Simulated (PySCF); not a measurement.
Ga(I)3, SMILES [I][Ga]([I])[I] (GaI3), PBE0/def2-SVP optimised geometry. Atoms within 1.6 Å of the plane z = 0.0 Å (x, y, z in Å): Ga1 (-0.62, 0.00, 0.00), I2 (1.86, 0.00, 0.00), I3 (-1.86, -2.14, 0.00), I4 (-1.85, 2.14, 0.00).

Calculation: PBE0/def2-TZVP, def2 effective core potentials past Kr (PySCF). The core electrons that the potentials of I replace are not part of the density. Cells within 0.4 Å of a nucleus heavier than hydrogen are left out (blank, or x).

Map of the electron localisation function on the plane z = 0.0 Å:

```
|000000011110000000000000000|
|000001234443100000000000000|
|000023567776420000000000000|
|001246789998741000000000000|
|002578766899851000000000000|
|014787334379861000000000000|
|0368954xx649850000122100000|
|0379955xx838730003566420000|
|037997389447610037888752000|
|026899522377411368999874100|
|014788877873223688789985200|
|001356667412215763334885200|
|00000123315x824835x93586300|
|00000001218xx33828xx6476300|
|00000123315x824835x93586300|
|001356667412215763334885200|
|014788877873223688789985200|
|036899522377411368999874100|
|037997389447610037888752000|
|0379955xx838730003666420000|
|0368954xx649850000122100000|
|015787334379861000000000000|
|002578766899851000000000000|
|001246789998741000000000000|
|000023567776420000000000000|
|000001234443100000000000000|
|000000011110000000000000000|
```
Scale: ten equal steps from 0.000 (start of '0') to 0.854 (end of '9'), in the order '0123456789'; x runs from -4.50 to 4.50, y from -4.50 (bottom) to 4.50 (top).
